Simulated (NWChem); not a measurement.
Species: SiI$_{2}$F$_{2}$; SMILES I[Si](I)(F)F

```xyz
5

F      0.0000     1.2871    -1.8422
Si     0.0000     0.0000    -0.8828
F      0.0000    -1.2871    -1.8422
I      2.0160     0.0000     0.4294
I     -2.0160     0.0000     0.4294
```
Atoms are numbered in this order, from 1.

Results from NWChem. All runs use the structure optimised with PBE0/def2-SVP. def2 effective core potentials on I; no spin-orbit coupling.

Task: Predict the results for Hartree-Fock/def2-SVP (core potentials). Quantities: highest occupied level (eV); orbital gap (eV); dipole (D).

Result: 
- highest occupied level (eV) = -10.66
- orbital gap (eV) = 12.43
- dipole (D) = 1.46
